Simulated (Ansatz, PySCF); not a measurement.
Gas-phase reaction in SMILES: C1CSC1 + H+ -> C1C[SH+]C1
Structures are relaxed separately at B3LYP-D3(BJ)/def2-TZVP in Ansatz (a program for electronic structure), one conformer each, not searched for the lowest. Frequencies are from Ansatz or PySCF.

Wanted: proton affinity (enthalpy at 298 K, with B3LYP-D3(BJ) rigid-rotor harmonic-oscillator terms), positive where the reaction releases energy, in kJ/mol. Valence correlation only, unless marked. No spin-orbit coupling. Non-relativistic. CBS(X,Y): correlation extrapolated as X^-3; Hartree-Fock from the larger set. [CCSD(T)-MP2]/basis is that difference in the basis named.

| level | program | proton affinity (kJ/mol) |
|---|---|---|
| PBE0-D3(BJ)/def2-TZVP | Ansatz + dftd3 | 841.3 |
| HSE06-D4/def2-TZVPD | Ansatz + dftd4 | 837.3 |
| B2PLYP-D4/def2-TZVPD | Ansatz + dftd4 | 831.4 |
| PBE-QIDH/def2-TZVPD | Ansatz | 833.9 |

Problem. What does RI-MP2/CBS(cc-pV(T+d)Z,cc-pV(Q+d)Z)+[CCSD(T)-MP2]/cc-pV(T+d)Z (Ansatz) give?

Solution. 833.1 kJ/mol
